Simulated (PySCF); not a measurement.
H7Si3, SMILES [SiH3][SiH][SiH3], multiplicity 2. Atoms are numbered in the order given.

```xyz
10

Si     0.0197     0.3660     1.9854
Si    -0.1090    -0.8592     0.0000
Si     0.0197     0.3660    -1.9854
H      1.3872     0.9197     2.2144
H     -0.9404     1.5021     1.9050
H     -0.3397    -0.4941     3.1473
H      0.7592    -2.0752     0.0000
H      1.3872     0.9197    -2.2144
H     -0.3397    -0.4941    -3.1473
H     -0.9404     1.5021    -1.9050
```
Charge 0, spin multiplicity 2.

Coordinates come from a TPSSh-D3(BJ)/def2-SVP optimisation. The isomer is the one that the SMILES or the coordinates give; other isomers of the formula were not compared.

The numbers are results of ωB97X/def2-TZVPD (PySCF), not measurements.

Mulliken values depend strongly on the basis, most of all with diffuse functions as here. ESP charges are fitted to the potential on shells at 1.4 to 2.0 van der Waals radii. Atomic charges (e):

| atom | ESP fit | meta-Löwdin | Mulliken spin |
|---|---|---|---|
| Si1 | 0.11 | ___ | 0.04 |
| Si2 | -0.05 | ___ | 0.86 |
| Si3 | 0.11 | ___ | 0.04 |
| H4 | -0.03 | ___ | 0.02 |
| H5 | -0.03 | ___ | 0.00 |
| H6 | -0.03 | ___ | 0.00 |
| H7 | 0.01 | ___ | 0.02 |
| H8 | -0.03 | ___ | 0.02 |
| H9 | -0.03 | ___ | 0.00 |
| H10 | -0.03 | ___ | 0.00 |

**Question.** Some entries are withheld; supply them. (An estimate is asked for; the answer gives what the named calculation found.)

**Answer.** 
- Si1, meta-Löwdin: 0.27
- Si2, meta-Löwdin: 0.01
- Si3, meta-Löwdin: 0.27
- H4, meta-Löwdin: -0.09
- H5, meta-Löwdin: -0.08
- H6, meta-Löwdin: -0.08
- H7, meta-Löwdin: -0.06
- H8, meta-Löwdin: -0.09
- H9, meta-Löwdin: -0.08
- H10, meta-Löwdin: -0.08
